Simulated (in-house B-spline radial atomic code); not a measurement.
## B3LYP (VWN-RPA) excitations of the phosphorus ion P⁵⁺

Method: B3LYP (VWN-RPA). Computed with a B-spline radial code for spherical atoms: linear response of the closed shell [He] 2s2 2p6 with the functional's adiabatic kernel; scalar-relativistic (spin-free one-electron X2C), finite nucleus, no spin-orbit coupling, no double excitations, S, P, D and F terms only. Only terms of natural parity with L up to 3 were computed.

Command:
```bash
python run_td.py task.json out
```
Settings (radii: box in bohr, nucleus in fm):
```
Z                        15
electrons                10
configuration            [He] 2s2 2p6
hamiltonian              x2c
method                   b3lyp
box_radius               16.35
rms_radius               3.1889
intervals                72
```

Time taken, with all properties: 0.5 s on 1 thread of Arm Neoverse N1 (shared host).

The lowest states, in the order of their Tamm-Dancoff energies; the method's threshold (minus the highest occupied level) is 204.87 eV. Labels give the largest channel, * marks a mixed state, and oscillator strengths are full-response dipole values. Semilocal kernels can invert the small singlet-triplet splittings of Rydberg terms. Energies in eV:

```tsv
state	full response	Tamm-Dancoff	oscillator strength
2p → 3s 3P	128.67	128.68	-
2p → 3s 1P	130.10	130.13	0.194
2p → 3p 3S	138.95	139.00	-
2p → 3p 3D	139.99	140.01	-
2p → 3p 1D	141.19	141.20	-
2p → 3p 1S	147.40	147.91	-
2p → 3d 3P	155.22	155.23	-
2p → 3d 3F	?	?	-
2p → 3d 1F	156.30	156.31	-
2p → 3d 1P	158.41	158.51	1.17
2p → 4s 3P	169.78	169.78	-
2p → 4s 1P	170.15	170.16	0.0365
2p → 4p 3S	173.36	173.38	-
2p → 4p 3D	173.74	173.75	-
2p → 4p 1D	174.06	174.06	-
2p → 4p 1S	175.58	175.68	-
2p → 4d 3P	178.96	178.97	-
2p → 4d 3F	179.03	179.04	-
2p → 4d 1F	179.30	179.30	-
2s → 3s 3S	179.51	179.52	-
2p → 4d 1P	180.16	180.20	0.4
2p → 4f 3D	?	?	-
```

Where does 2p → 4f 3D lie?

At 180.48 eV in full response, 180.48 eV in Tamm-Dancoff.

Where does 2p → 3d 3F lie?

At 155.42 eV in full response, 155.44 eV in Tamm-Dancoff.

How large is the singlet-triplet splitting of 2p → 3s (P terms) in Tamm-Dancoff?

1.45 eV, from the unrounded values.

What polarisabilities and dispersion coefficient does the method give?

Dipole 0.1094 bohr³, quadrupole 0.05684 bohr⁵, C6 0.06649 hartree·bohr⁶ for two such species.
